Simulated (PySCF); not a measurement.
**Excitation energy of Pb²⁺ by level of theory**

Pb²⁺ [Xe] 4f14 5d10 6s2 (1S) → Pb²⁺ [Xe] 4f14 5d9 6s2 7s1 (3D), as a difference of total energies. All numbers are calculated (PySCF 2.14, scalar relativity by spin-free X2C-1e, in aug-cc-pVQZ-DK3 (10s9p7d4f2g, 118 functions)). The calculations carry no spin-orbit coupling.

```json
{"method": "UHF", "excitation energy (eV)": "30.929"}
{"method": "M06", "excitation energy (eV)": "31.428"}
{"method": "r2SCANh", "excitation energy (eV)": "31.583"}
```

The promoted electron is Rydberg-like, and one or two diffuse shells describe it only roughly, which tends to raise the upper state.
